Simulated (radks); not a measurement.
Question: All-electron atom: Hg XX in [Kr] 4d10 4f13 5s2. Calculated with a radial shooting solver on a logarithmic mesh with Libxc functionals: non-relativistic Kohn-Sham, LB94 model potential, spin-polarised, spherical densities, point nucleus; open shells are filled with parallel spins first (spin-orbit coupling, left out, can overturn this in heavy ions); relativity is left out, which matters for an element this heavy. Some entries of the table are withheld. Estimate them.

orbital,occ.,eigenvalue (eV),<r^2> (bohr^2),r(max) (bohr)
1s down,1,-75696.25,0.0004776,0.01256
1s up,1,-75696.25,0.0004776,0.01256
2s down,1,-13077.95,0.007414,0.06819
2s up,1,-13077.91,0.007414,0.06819
2p down,3,-12606.39,0.005463,0.05285
2p up,3,-12606.36,0.005463,0.05285
3s up,1,-3438.354,0.04568,0.1861
3s down,1,-3438.128,0.04567,0.1861
3p up,3,-3213.334,0.04199,0.1750
3p down,3,-3213.154,0.04198,0.1750
3d up,5,-2792.359,0.03226,0.1372
3d down,5,-2792.283,0.03225,0.1372
4s up,1,-1086.393,0.2156,0.4134
4s down,1,-1085.239,0.2157,0.4134
4p up,3,-988.2516,0.2196,0.4119
4p down,3,-987.1007,0.2197,0.4120
4d up,5,-807.3122,(1),0.4028
4d down,5,-806.1680,(2),0.4029
4f up,7,-563.1700,0.2334,0.3532
4f down,6,-562.0957,0.2336,0.3531
5s up,1,(3),(4),0.8459
5s down,1,(5),(6),0.8463

Answer: 
(1) 4d up <r^2> (bohr^2): 0.2261
(2) 4d down <r^2> (bohr^2): 0.2262
(3) 5s up eigenvalue (eV): -492.3289
(4) 5s up <r^2> (bohr^2): 0.8344
(5) 5s down eigenvalue (eV): -491.7234
(6) 5s down <r^2> (bohr^2): 0.8355
